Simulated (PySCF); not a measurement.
A structure optimised at B3LYP-D3(BJ)/def2-SVP, used in a PySCF frequency run:

```xyz
7

N      2.1944    -0.3601    -0.2575
Sn     0.2057    -0.0377    -0.0153
Cl    -0.9501    -1.3532    -1.5675
Cl    -0.2109     2.2301    -0.4174
Cl    -0.6525    -0.5544     2.1174
H      2.4430    -1.3271    -0.0387
H      2.7411     0.2507     0.3534
```
Charge 0, spin multiplicity 1.

Q: Write its SMILES and formula.

A: [NH2][Sn]([Cl])([Cl])[Cl], Cl3H2NSn

Q: What are its rotational constants (standard atomic weights)?

A: 1.3239, 1.2925, 0.98124 GHz
